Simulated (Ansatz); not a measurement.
Program: Ansatz. Geometries: PBE0-D4/def2-TZVP. ΔE: electronic, gas phase. CCSD(T)/CBS adds triple-zeta CCSD(T) − MP2 to the extrapolated MP2 energy (def2 sets, frozen cores). This one scheme is used for every species. DFT in def2-TZVPP. B3LYP here is the variant with VWN-RPA as its local correlation; programs differ in this. HSE06 is defined as in plane-wave codes. For Mg outer-core shells are correlated without core-valence functions, which leaves a few kJ/mol of doubt a bond. Each species was taken in one conformer, which may not be the lowest.

`C[O][Mg][O][SiH3]` + H₂O → `C[O][Mg][OH]` + `O[SiH3]`  (formal hydrolysis of a Mg–O bond)

```json
{"level": "B3LYP-D4", "ΔE (kJ/mol)": "36.2", "difference from CCSD(T)/CBS": "-7.6"}
{"level": "ωB97M-V", "ΔE (kJ/mol)": "35.2", "difference from CCSD(T)/CBS": "-8.6"}
{"level": "PBE-QIDH", "ΔE (kJ/mol)": "39.1", "difference from CCSD(T)/CBS": "-4.7"}
{"level": "PBE", "ΔE (kJ/mol)": "32.2", "difference from CCSD(T)/CBS": "-11.6"}
{"level": "revPBE", "ΔE (kJ/mol)": "32.5", "difference from CCSD(T)/CBS": "-11.3"}
{"level": "r2SCAN", "ΔE (kJ/mol)": "35.8", "difference from CCSD(T)/CBS": "-8.0"}
{"level": "HSE06", "ΔE (kJ/mol)": "35.5", "difference from CCSD(T)/CBS": "-8.3"}
{"level": "CAM-B3LYP", "ΔE (kJ/mol)": "33.1", "difference from CCSD(T)/CBS": "-10.7"}
{"level": "LC-ωPBE", "ΔE (kJ/mol)": "33.9", "difference from CCSD(T)/CBS": "-9.9"}
{"level": "RPA@PBE/def2-TZVPP", "ΔE (kJ/mol)": "42.4", "difference from CCSD(T)/CBS": "-1.4"}
{"level": "CCSD(T)/def2-SVP", "ΔE (kJ/mol)": "42.6", "difference from CCSD(T)/CBS": "-1.2"}
{"level": "SCS-MP2/def2-TZVPP", "ΔE (kJ/mol)": "40.1", "difference from CCSD(T)/CBS": "-3.7"}
{"level": "CCSD/def2-TZVPP", "ΔE (kJ/mol)": "41.1", "difference from CCSD(T)/CBS": "-2.7"}
{"level": "CCSD(T)/def2-TZVPP", "ΔE (kJ/mol)": "41.3", "difference from CCSD(T)/CBS": "-2.5"}
{"level": "HF/def2-QZVPP", "ΔE (kJ/mol)": "41.9", "difference from CCSD(T)/CBS": "-1.9"}
{"level": "MP2/def2-QZVPP", "ΔE (kJ/mol)": "41.9", "difference from CCSD(T)/CBS": "-1.9"}
{"level": "CCSD(T)/CBS", "ΔE (kJ/mol)": "43.8", "difference from CCSD(T)/CBS": "0"}
```

Largest T1 diagnostic among the species: 0.011.

From BLYP to BHLYP (50 % exact exchange), in def2-TZVPP and without D4, ΔE moves by +5.4 kJ/mol. Leaving LDA and LC-ωPBE aside and taking each functional with its dispersion term where it has one, the values, not all of them listed here, spread over 5.7 kJ/mol, from PBE-D4 to B97M-V.
